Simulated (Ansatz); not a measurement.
One geometry of Li6H7⁻, several levels of theory.

```yaml
crystal:
  periodic: [false, false, false]
  atoms:
    - {symbol: Li, position_ang: [0.728605, -1.342263, -1.032309]}
    - {symbol: Li, position_ang: [1.849001, 0.292108, 0.509396]}
    - {symbol: Li, position_ang: [-0.590815, 1.231314, 1.239785]}
    - {symbol: Li, position_ang: [0.134532, 1.417465, -1.017933]}
    - {symbol: Li, position_ang: [-1.413704, -0.306420, -0.997943]}
    - {symbol: Li, position_ang: [-0.728293, -1.273358, 1.265893]}
    - {symbol: H, position_ang: [1.162206, 2.008752, 0.440868]}
    - {symbol: H, position_ang: [0.134112, -0.117469, 0.209028]}
    - {symbol: H, position_ang: [2.395450, -1.225120, -0.248953]}
    - {symbol: H, position_ang: [0.000411, -0.029972, -2.189715]}
    - {symbol: H, position_ang: [-1.609969, 1.432310, -0.347929]}
    - {symbol: H, position_ang: [-1.127088, -2.050083, -0.365194]}
    - {symbol: H, position_ang: [-0.934428, -0.037264, 2.534975]}
basis:
  gaussian: {orbitals: def2-SVPD, initial_orbitals: start.molden}
total_charge: -1
hamiltonian: {xc: pbe, dispersion: d4}
scf: {omitted_lower_state_checks: [starts]}
output: {orbitals: {seedname: orbitals}}
```

The file start.molden holds the orbitals of an earlier run on this structure, at another level or in another basis.

```sh
$ ansatz run in.yaml --threads 4 --pin off --events-out ev --progress --plain --max-ram 3916MiB
```

Shortened log:

```
Functional definition: PBE
1342 factors; their error is unknown
mean field evaluation 1: about -1339.3021 eV, gradient 4.3e0 eV
mean field evaluation 2: about -1339.3893 eV, gradient 7.0e-2 eV
mean field evaluation 4: about -1339.3025 eV, gradient 7.8e-5 eV
mean field -1339.30254631 eV, -49.2184607651 hartree, gradient 5.4e-6 eV, S^2 0.000000; 0 other end points of the search recorded, 0 dependent functions left out
reference -1339.30260826 eV, -49.2184630415 hartree; 13, 13 occupied and 115, 115 virtual orbitals, 1342 factors
Total energy: -1339.65079929 eV, -49.2312588259 hartree
Checks for a lower state left out: starts
```

Run time 1.4 s (4 threads of Arm Neoverse V2 on a shared host).

First input, but with `gaussian: {orbitals: "def2-TZVPPD.json", initial_orbitals: start.molden}`, `correlation: {method: ccsd_t}` and without the key `hamiltonian` (abridged; 7.2 min):

```
Functional definition: HF
mean field -1328.66739670 eV, -48.8276262257 hartree, gradient 1.8e-6 eV, S^2 0.000000
second order -11.21580469 eV of doubles, -0.00000000 eV of singles
cycle   1  -12.85983950 eV  change    -1.6e0 eV  update   8.3e-2
cycle   2  -13.38724469 eV  change   -5.3e-1 eV  update   2.8e-2
cycle   3  -13.38602738 eV  change    1.2e-3 eV  update   6.7e-3
cycle   4  -13.37939885 eV  change    6.6e-3 eV  update   2.8e-3
cycle   5  -13.38024633 eV  change   -8.5e-4 eV  update   1.0e-3
cycle   6  -13.38079705 eV  change   -5.5e-4 eV  update   3.4e-4
cycle   7  -13.38081703 eV  change   -2.0e-5 eV  update   1.1e-4
cycle   8  -13.38078666 eV  change    3.0e-5 eV  update   4.9e-5
cycle   9  -13.38078234 eV  change    4.3e-6 eV  update   1.9e-5
perturbative correction -0.14711896 eV, -0.0054065219 hartree
Total energy: -1342.19529800 eV, -49.3247674289 hartree
Checks for a lower state left out: starts
```

First input, but with `gaussian: {orbitals: def2-TZVPD, initial_orbitals: start.molden}`, `hamiltonian: {xc: {text: "exchange = 0.85*pbe_x + 0.15*exact_x\ncorrelation = pbe_c"}}` (abridged; 1.6 s):

```
Functional definition: unnamed
mean field -1340.96920198 eV, -49.2797092310 hartree, gradient 3.8e-5 eV, S^2 0.000000
Total energy: -1340.96926450 eV, -49.2797115287 hartree
Checks for a lower state left out: starts
```

As the first input, with `gaussian: {orbitals: 6-31G}`, `hamiltonian: {xc: {name: B3LYP}, dispersion: d4}` (abridged; 0.85 s):

```
Functional definition: B3LYP
mean field -1345.85019698 eV, -49.4590824889 hartree, gradient 3.0e-5 eV, S^2 0.000000
Total energy: -1346.38600619 eV, -49.4787731143 hartree
Checks for a lower state left out: starts
```

The first input with `gaussian: {orbitals: def2-TZVPD, initial_orbitals: start.molden}`, `hamiltonian: {xc: {text: "exchange = 0.65*pbe_x + 0.35*exact_x\ncorrelation = pbe_c"}}` (abridged; 1.5 s):

```
Functional definition: unnamed
mean field -1341.81763390 eV, -49.3108885293 hartree, gradient 3.9e-5 eV, S^2 0.000000
Total energy: -1341.81768511 eV, -49.3108904113 hartree
Checks for a lower state left out: starts
```

As the first input, with `gaussian: {orbitals: 6-31G}`, `hamiltonian: {xc: hf}` (abridged; 0.25 s):

```
Functional definition: HF
mean field -1327.51319811 eV, -48.7852102099 hartree, gradient 2.0e-5 eV, S^2 0.000000
Total energy: -1327.51319811 eV, -48.7852102099 hartree
Checks for a lower state left out: starts
```

First input, but with `gaussian: {orbitals: def2-TZVPD, initial_orbitals: start.molden}`, `hamiltonian: {xc: {name: wB97X-V}}` (abridged; 7 s):

```
Functional definition: wB97X-V
mean field -1344.44202181 eV, -49.4073330061 hartree, gradient 6.6e-6 eV, S^2 0.000000
Total energy: -1344.44201781 eV, -49.4073328590 hartree
Checks for a lower state left out: starts
```

Geometry: PBE0-D4/def2-TZVPD.

B3LYP takes the VWN-RPA correlation. Correlated methods freeze no core orbitals; core or outer-core shells of Li are correlated, in sets that lack core-valence functions. The structure comes from a short search, and lower isomers may exist.
